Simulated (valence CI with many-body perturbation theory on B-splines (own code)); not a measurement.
E1 transitions of Pt⁷⁺

Method: valence CI with perturbative core correlation (CI+MBPT): three valence electrons over a frozen Dirac-Fock core [Xe] 4f14, radial functions for each j: 9 s, 9 p, 10 d, 8 f, 5 g, 3 h, 1 i, with the one-electron correlation potential Σ1 (screened to all orders), the two-electron term Σ2, the three-electron term Σ3, Breit, model QED; selected single and double excitations, second order for the rest, scaled by the run's own slope (own B-spline code, finite nucleus).

No measured levels were compared; by estimate terms of the open shell hold to 2 to 4 % of their energy, and close levels can change places; different configurations can be misplaced against each other by 1,000 to 8,000 cm⁻¹. Core correlation moves these levels by up to 16000 cm⁻¹, and in measured spectra 5 to 20 % of such shifts remained as error; rates that hang on mixing are uncertain with them. The list stops below the first excitations out of the core.

Lines 101 to 150 of 222 in falling wavelength, among levels below 322260 cm⁻¹, chosen from the strongest by gf and those to the six lowest levels. Wavelengths and rates use the calculated energies, so an error of 2000 cm⁻¹ moves a line at 399.1 Å by 0.8 % and its rate by three times that or more. Electric multipoles are in the length gauge, E1 and E2 with the static RPA response of the core. Weak lines are less certain than strong ones. Lines between different terms over intervals too small for the method are left out, as are lines whose strength nearly cancels. The highest levels of a list are the least certain.

Levels are named by their leading jj configuration (3d3/2^4 stands for four electrons in 3d with j = 3/2), which in mixed levels can hold well under half, so a name can repeat and another be missing. Letters in brackets count levels of one name in rising energy.

```tsv
λ vac (Å)	Upper	Lower	A (s⁻¹)	S (a.u.) with core polarisation	S without
399.1	(5d3/2^2 6p1/2) J=5/2	(5d3/2^2 5d5/2) J=3/2	1.69e+08	3.18e-02	3.89e-02
398.4	(5d3/2 5d5/2 6p1/2) J=3/2 [b]	(5d3/2 5d5/2^2) J=5/2 [c]	1.02e+09	1.28e-01	1.57e-01
395.6	(5d3/2^2 6p1/2) J=5/2	(5d3/2^2 5d5/2) J=7/2	7.93e+07	1.45e-02	1.75e-02
395.0	(5d3/2^2 6p1/2) J=3/2	(5d3/2^2 5d5/2) J=1/2	2.09e+08	2.55e-02	3.05e-02
394.2	(5d3/2 5d5/2 6p1/2) J=7/2 [a]	(5d3/2 5d5/2^2) J=9/2	2.63e+08	6.35e-02	7.97e-02
393.2	(5d3/2 5d5/2 6p1/2) J=9/2	(5d3/2 5d5/2^2) J=11/2	5.54e+08	1.66e-01	2.09e-01
393.1	(5d3/2 5d5/2 6p1/2) J=5/2 [a]	(5d3/2 5d5/2^2) J=5/2 [a]	3.61e+08	6.49e-02	7.73e-02
392.9	(5d3/2^2 6p3/2) J=5/2	(5d3/2 5d5/2^2) J=5/2 [c]	4.50e+08	8.09e-02	9.62e-02
390.1	(5d3/2 5d5/2 6p1/2) J=3/2 [a]	(5d3/2 5d5/2^2) J=1/2	4.60e+08	5.39e-02	6.49e-02
390.0	(5d3/2^2 6p1/2) J=3/2	(5d3/2^2 5d5/2) J=3/2	6.61e+08	7.74e-02	9.14e-02
385.0	(5d3/2^2 6p1/2) J=5/2	(5d3/2^2 5d5/2) J=5/2	9.71e+06	1.64e-03	1.93e-03
384.4	(5d5/2^2 6p1/2) J=7/2	(5d3/2 5d5/2^2) J=7/2 [b]	4.06e+08	9.10e-02	1.16e-01
383.4	(5d5/2^2 6p1/2) J=9/2	(5d3/2 5d5/2^2) J=7/2 [b]	3.31e+08	9.21e-02	1.05e-01
382.5	(5d5/2^2 6p1/2) J=5/2	(5d5/2^3) J=3/2	7.26e+08	1.20e-01	1.48e-01
382.5	(5d5/2^2 6p1/2) J=7/2	(5d5/2^3) J=9/2	3.60e+08	7.95e-02	9.90e-02
381.7	(5d5/2^2 6p1/2) J=7/2	(5d3/2 5d5/2^2) J=5/2 [c]	2.22e+09	4.88e-01	5.73e-01
378.1	(5d3/2 5d5/2 6p1/2) J=5/2 [b]	(5d3/2 5d5/2^2) J=5/2 [a]	4.45e+08	7.13e-02	8.55e-02
377.6	(5d5/2^2 6p1/2) J=5/2	(5d3/2 5d5/2^2) J=7/2 [b]	2.97e+09	4.73e-01	5.84e-01
376.5	(5d3/2 5d5/2 6p1/2) J=7/2 [b]	(5d3/2 5d5/2^2) J=5/2 [a]	3.24e+09	6.82e-01	8.11e-01
376.5	(5d3/2^2 6p1/2) J=3/2	(5d3/2^2 5d5/2) J=5/2	3.01e+07	3.17e-03	3.71e-03
375.9	(5d5/2^2 6p1/2) J=3/2	(5d3/2 5d5/2^2) J=5/2 [c]	7.19e+08	7.54e-02	9.07e-02
375.5	(5d5/2^2 6p1/2) J=7/2	(5d3/2 5d5/2^2) J=5/2 [b]	7.39e+08	1.54e-01	1.86e-01
375.3	(5d3/2 5d5/2 6p1/2) J=7/2 [a]	(5d3/2^2 5d5/2) J=9/2	1.77e+09	3.70e-01	4.56e-01
375.0	(5d5/2^2 6p1/2) J=5/2	(5d3/2 5d5/2^2) J=5/2 [c]	4.15e+08	6.48e-02	8.00e-02
374.9	(5d3/2 5d5/2 6p1/2) J=5/2 [b]	(5d3/2 5d5/2^2) J=7/2 [a]	8.36e+08	1.31e-01	1.63e-01
374.2	(5d3/2^2 6p1/2) J=1/2	(5d3/2^2 5d5/2) J=1/2	6.97e+08	3.60e-02	4.19e-02
373.5	(5d3/2 5d5/2 6p3/2) J=7/2	(5d3/2 5d5/2^2) J=7/2 [b]	7.10e+08	1.46e-01	1.76e-01
372.4	(5d3/2 5d5/2 6p1/2) J=3/2 [b]	(5d3/2 5d5/2^2) J=5/2 [a]	2.97e+09	3.03e-01	3.55e-01
371.6	(5d3/2 5d5/2 6p1/2) J=5/2 [a]	(5d3/2^2 5d5/2) J=3/2	3.54e+09	5.38e-01	6.50e-01
371.6	(5d3/2 5d5/2 6p3/2) J=7/2	(5d5/2^3) J=9/2	5.78e+08	1.17e-01	1.38e-01
370.7	(5d3/2 5d5/2 6p3/2) J=5/2	(5d3/2 5d5/2^2) J=5/2 [c]	1.80e+09	2.71e-01	3.21e-01
370.7	(5d3/2^2 6p1/2) J=5/2	(5d3/2^3) J=3/2	2.12e+09	3.19e-01	3.86e-01
370.4	(5d3/2 5d5/2 6p1/2) J=7/2 [a]	(5d3/2^2 5d5/2) J=7/2	8.56e+08	1.72e-01	2.10e-01
369.9	(5d5/2^2 6p1/2) J=3/2	(5d3/2 5d5/2^2) J=5/2 [b]	3.50e+09	3.50e-01	4.30e-01
369.7	(5d3/2^2 6p1/2) J=1/2	(5d3/2^2 5d5/2) J=3/2	4.91e+08	2.45e-02	3.18e-02
369.0	(5d5/2^2 6p1/2) J=9/2	(5d3/2 5d5/2^2) J=11/2	2.65e+09	6.56e-01	8.10e-01
369.0	(5d5/2^2 6p1/2) J=5/2	(5d3/2 5d5/2^2) J=5/2 [b]	1.29e+09	1.92e-01	2.24e-01
368.5	(5d3/2 5d5/2 6p1/2) J=5/2 [a]	(5d3/2^2 5d5/2) J=7/2	1.80e+07	2.67e-03	3.21e-03
367.7	(5d3/2^2 6p3/2) J=5/2	(5d3/2 5d5/2^2) J=5/2 [a]	6.56e+08	9.65e-02	1.12e-01
365.5	(5d3/2^2 6p3/2) J=7/2	(5d3/2 5d5/2^2) J=5/2 [a]	3.37e+08	6.49e-02	7.31e-02
365.0	(5d3/2 5d5/2 6p3/2) J=7/2	(5d3/2 5d5/2^2) J=5/2 [b]	5.30e+08	1.02e-01	1.20e-01
364.7	(5d3/2^2 6p3/2) J=5/2	(5d3/2 5d5/2^2) J=7/2 [a]	1.27e+09	1.83e-01	2.14e-01
364.6	(5d3/2 5d5/2 6p1/2) J=3/2 [a]	(5d3/2^2 5d5/2) J=1/2	3.86e+09	3.69e-01	4.54e-01
364.6	(5d3/2^2 6p3/2) J=7/2	(5d3/2 5d5/2^2) J=9/2	9.08e+08	1.74e-01	2.01e-01
362.8	(5d3/2 5d5/2 6p1/2) J=1/2	(5d3/2^2 5d5/2) J=1/2	1.30e+09	6.13e-02	7.85e-02
362.7	(5d3/2^2 6p1/2) J=3/2	(5d3/2^3) J=3/2	1.37e+10	1.29e+00	1.55e+00
362.6	(5d3/2^2 6p3/2) J=7/2	(5d3/2 5d5/2^2) J=7/2 [a]	6.82e+08	1.28e-01	1.51e-01
361.1	(5d3/2 5d5/2 6p1/2) J=7/2 [a]	(5d3/2^2 5d5/2) J=5/2	2.26e+09	4.20e-01	5.05e-01
361.1	(5d3/2 5d5/2 6p1/2) J=9/2	(5d3/2^2 5d5/2) J=9/2	6.51e+09	1.51e+00	1.84e+00
361.0	(5d5/2^2 6p1/2) J=3/2	(5d3/2 5d5/2^2) J=1/2	3.44e+09	3.19e-01	3.86e-01
```
